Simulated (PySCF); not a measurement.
In(OH)(NH2)2 (H₅InN₂O), SMILES [NH2][In]([NH2])[OH].

Geometry optimised at PBE-D3(BJ)/def2-SVP. The structure was generated by enumeration; whether it is a known compound was not checked. The def2 effective core potentials stand for the cores of In; spin–orbit coupling is left out. One conformer was computed; it need not be the lowest.

Two levels are set side by side: TDA-PBE/def2-SVPD (PySCF) and TDA-LC-ωPBE/def2-SVPD (PySCF). Vertical, same geometry. The lowest singlet is HOMO→LUMO 80 % with PBE and HOMO→LUMO 80 % with the other functional; states are paired by order. Differences are taken from unrounded values.

```json
[
 {"quantity": "lowest singlet excitation (eV)", "TDA-LC-ωPBE": "5.54", "TDA-PBE": "4.10", "TDA-PBE minus TDA-LC-ωPBE": "-1.44"},
 {"quantity": "lowest triplet excitation (TDA) (eV)", "TDA-LC-ωPBE": "4.49", "TDA-PBE": "3.29", "TDA-PBE minus TDA-LC-ωPBE": "-1.20"},
 {"quantity": "first bright state (f over 0.05) (eV)", "TDA-LC-ωPBE": "5.54", "TDA-PBE": "4.10", "TDA-PBE minus TDA-LC-ωPBE": "-1.44"},
 {"quantity": "its oscillator strength", "TDA-LC-ωPBE": "0.10", "TDA-PBE": "0.06", "TDA-PBE minus TDA-LC-ωPBE": "-0.04"}
]
```

A lower first singlet is the usual sign of a functional without exact exchange. Differences between two approximate levels are no errors against the true value.

Rough cost on one machine, each run with all the roots and properties that it gave: TDA-LC-ωPBE against TDA-PBE about 2 times.
